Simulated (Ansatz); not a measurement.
Start from `C[Si](C)(F)[AlH2]` and change one atom or group to get `C[Si](C)(F)[GaH2]`.

Ansatz, PBE0-D4/def2-TZVP geometries, multiplicity 1. 

Scalar relativity is left out up to krypton.

```tsv
property	`C[Si](C)(F)[AlH2]`
HOMO–LUMO gap (B3LYP/def2-TZVPP) / eV	4.65
HOMO–LUMO gap (ωB97M-V/def2-TZVPP) / eV	8.64
size of the dipole moment (PBE/def2-TZVPP) / D	1.70
LUMO energy (PBE0/def2-TZVPP) / eV	-2.07
size of the dipole moment (B3LYP/def2-TZVPP) / D	1.72
LUMO energy (B3LYP/def2-TZVPP) / eV	-2.27
```

Question: Give the same properties after the change, and the shifts. (Best estimate.)

Answer: Computed: 
| property | `C[Si](C)(F)[GaH2]` | shift |
| --- | --- | --- |
| HOMO–LUMO gap (B3LYP/def2-TZVPP) / eV | 4.66 | 0.01 |
| HOMO–LUMO gap (ωB97M-V/def2-TZVPP) / eV | 8.82 | 0.18 |
| size of the dipole moment (PBE/def2-TZVPP) / D | 1.72 | 0.02 |
| LUMO energy (PBE0/def2-TZVPP) / eV | -2.05 | 0.02 |
| size of the dipole moment (B3LYP/def2-TZVPP) / D | 1.72 | 0.00 |
| LUMO energy (B3LYP/def2-TZVPP) / eV | -2.31 | -0.04 |

Dipoles are sizes alone; their direction can turn.

B3LYP here is the variant with VWN-RPA as its local correlation; programs differ in this.
